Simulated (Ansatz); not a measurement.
**Equilibrium of InH2F + CH2FI ⇌ InH2I + CH2F2 at process temperatures**

Species: InH2F `[F][InH2]`, singlet; CH2FI (fluoroiodomethane) `FCI`, singlet; InH2I `[InH2][I]`, singlet; CH2F2 (difluoromethane) `FCF`, singlet. The partners trade F for I: In–F and C–I bonds give way to In–I and C–F.

The electronic reaction energy at CCSD(T)/def2-TZVPP is -83.4 kJ/mol. Shapes: PBE0-D4/def2-TZVP. Programs: Ansatz 0.2.0. Enthalpy and entropy come from rigid-rotor, harmonic-oscillator sums on unscaled PBE0-D4/def2-TZVP wavenumbers, ideal gases at 1 bar. Symmetry numbers: InH2F 2, CH2FI 1, InH2I 2, CH2F2 2. R = 8.3145 J/(mol K).

| T (K) | ΔH (kJ/mol) | ΔS (J/(mol K)) |
| --- | --- | --- |
| 700 | -80.4 | -11.4 |
| 1000 | -81.3 | -12.4 |
| 1300 | ? | ? |

**Question.** Work out ln K at 700 and 1000 K, and from these estimate it at 1300 K.

**Answer.** 
1. 700 K: ΔG = -80.4 − 700 × (-11.4)/1000 = -72.4 kJ/mol; ln K = −ΔG/RT = +12.44.
2. 1000 K: ΔG = -81.3 − 1000 × (-12.4)/1000 = -68.9 kJ/mol; ln K = −ΔG/RT = +8.29.
3. Slope against 1000/T: (+8.29 − (+12.44))/(1.0000 − 1.4286) = +9.68, that is −ΔH/R with ΔH near -80 kJ/mol.
4. 1300 K: ln K = +12.44 + (+9.68) × (0.7692 − 1.4286) = +6.06.

The full sums give ΔH = -81.8 kJ/mol, ΔS = -12.9 J/(mol K), ΔG = -65.0 kJ/mol and ln K = +6.01 at 1300 K, so the line is off by +0.05 in ln K; without rounding the miss is +0.02, from the change of ΔH with temperature. The products are favoured over this whole range. An error of 10 kJ/mol in the energy moves ln K by 0.9 at 1300 K. Soft modes are treated as harmonic, which can err either way at these temperatures; the lowest are those of InH2I (199 cm⁻¹). For atoms past krypton def2 sets carry core potentials with scalar relativity. Outer-core shells of I, In are correlated, in sets that cover them unevenly.
